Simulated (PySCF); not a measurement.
Work out the structure from these simulated measurements.

Formula: C4H12O2Si.

| Quantity | Value |
| --- | --- |
| Rotational structure | rotational constants A, B, C: 4.460, 0.943, 0.816 GHz [PBE0-D3(BJ)/def2-SVP] |
| Dipole | 2.14 D [CAM-B3LYP/def2-SVPD] |
| 13C NMR | chemical shifts (computed TMS as zero) by class: 66.9 (2 C), 20.8 (2 C) ppm [GIAO PBE/pcSseg-1] |
| UV, first state | lowest singlet excitation: 7.69 eV (161 nm, f = 0.003) [TDDFT CAM-B3LYP/def2-SVPD] |
| Polarisability | 83.8 au [CAM-B3LYP/def2-SVPD] |
| 1H NMR | chemical shifts (computed TMS as zero) by class: 4.86 (2 H), 4.02 (4 H), 1.25 (6 H) ppm [GIAO PBE/pcSseg-1] |
| NMR, other nuclei | isotropic shieldings of nuclei other than C and H, by class: 233 (2 O), 364 (1 Si) ppm [GIAO PBE/pcSseg-1] |

The electronic properties come from PySCF, for the isolated species, density fitting. Levels stand in brackets. The structure is a single PBE0-D3(BJ)/def2-SVP conformer in the gas phase; no vibrational or solvent corrections. NMR values are class means; diastereotopic atoms form classes of their own.

Q: Give a SMILES that accounts for the data.

A: Numbering: `[CH3:1][CH2:2][O:3][SiH2:4][O:5][CH2:6][CH3:7]`. Its formula, C4H12O2Si, gives 0 degrees of unsaturation, so no ring and no π bond. 4 carbons fall into 2 classes; from least to most shielded: sp3 carbon bound to oxygen [C2/C6] (66.9 ppm, 2 C), methyl carbon [C1/C7] (20.8 ppm, 2 C). Hydrogen classes from least to most shielded: 2 H on an oxygen-bound silicon, Si4 (4.86 ppm), 4 H on 2 like atoms (sp3 carbon bound to oxygen), C2/C6 (4.02 ppm), 6 H on 2 methyl carbons, C1/C7 (1.25 ppm, a mean of values up to 0.5 ppm apart in this geometry). The other shieldings belong to: 233 ppm, silyl ether oxygen [O3/O5]; 364 ppm, oxygen-bound silicon [Si4]. By its constants the optimised geometry is an asymmetric top. Structure: `CCO[SiH2]OCC`. Computed isomers that give other values at the same levels: `CO[Si](C)(C)OC` (rotational constant A: 2.378 GHz; this holds for the one conformer computed). The assignments are read from this structure; whether some other isomer fits the data as well wasn't checked.

Conformer computed: `[CH3:1][CH2:2][O:3][SiH2:4][O:5][CH2:6][CH3:7]`: C1–C2–O3–Si4 156°, C2–O3–Si4–O5 71°, O3–Si4–O5–C6 -77°, Si4–O5–C6–C7 -155°.
